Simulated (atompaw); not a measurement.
## What one change does to a pseudopotential (F (Z = 9), PAW (atompaw))

fluorine (F), PAW, made with atompaw 4.2.0.5 (PBE, non-relativistic). Core [He], reference 2s2 2p3 (charge +2). Waves: 2s (bound): rc 0.95 bohr; 2s channel at -3.75 Ry: rc 0.95 bohr; 2p (bound): rc 0.95 bohr; 2p channel at -3.2 Ry: rc 0.95 bohr; 3d channel at -0.2 Ry: rc 0.95 bohr; 3d channel at 1.55 Ry: rc 0.95 bohr. Local part: ultrasoft scheme with l = 3 at -0.5 Ry, radius 0.85 bohr. Core correction: smooth core density matched at 0.80 bohr. Augmentation charge: besselshape compensation charge, radius 0.95 bohr; PAW radius 0.95 bohr; waves and projectors: custom rrkj gramschmidtortho.

All-electron outer shells of the reference configuration (PBE, non-relativistic, ld1.x):

```tsv
shell	level (eV)	outermost node (bohr)	outermost maximum (bohr)
2s	-67.89	0.24	0.73
2p	-49.01	–	0.66
```

Change: all radii scaled by about 1.18 (s 1.12, p 1.12, d 1.12 bohr); local potential ultrasoft scheme with l = 3 at -0.5 Ry, radius 1.00 bohr; augmentation besselshape compensation charge, radius 1.12 bohr; PAW radius 1.12 bohr; waves and projectors: custom rrkj gramschmidtortho; core correction smooth core density matched at 0.94 bohr.

Cutoffs: the cutoffs (Ry, on a coarse ladder) from which the occupation-weighted sum of valence levels, in a spherical-Bessel basis at the reference potential, stays within 10 and 1 mRy of its value at 400 Ry; they do not see the model core or the augmentation charge, which bear on the density cutoff.

Q: What does the change do?

A: The potential gets softer (80 Ry and 140 Ry → 60 Ry and 100 Ry); neither file shows a bound ghost. A larger radius leaves more room for a smooth pseudo-wave, so fewer plane waves are needed.

```csv
quantity,base,changed
"cutoff, loose",80 Ry,60 Ry
"cutoff, tight",140 Ry,100 Ry
loose cutoff by channel (10 mRy a level),"s 30 Ry, p 70 Ry","s 30 Ry, p 50 Ry"
bound ghosts,none,none
lowest overlap eigenvalue by channel,"s 0.56, p 0.97, d 0.94","s 0.62, p 0.94, d 0.94"
```

 The cutoffs see the waves, projectors and local potential, not the compensation charge or the core.
